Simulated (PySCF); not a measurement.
A structure optimised at PBE-D3(BJ)/def2-SVP, used in a PySCF frequency run:

```xyz
9

Hf    -0.0081    -0.2215     0.0000
O      0.9336    -0.8316    -1.5727
H      1.3606    -1.1910    -2.3587
O      0.9336    -0.8316     1.5727
H      1.3606    -1.1910     2.3587
O     -1.8712    -0.7236     0.0000
H     -2.7274    -1.1687     0.0000
S     -0.0436     2.2656     0.0000
H      1.3192     2.3464     0.0000
```
Charge 0, spin multiplicity 1.

Question: Write its SMILES, formula and point group.

Answer: [OH][Hf]([OH])([OH])[SH], H₄HfO₃S, Cs

Question: What are its rotational constants (standard atomic weights)?

Answer: 2.6991, 1.6630, 1.6281 GHz
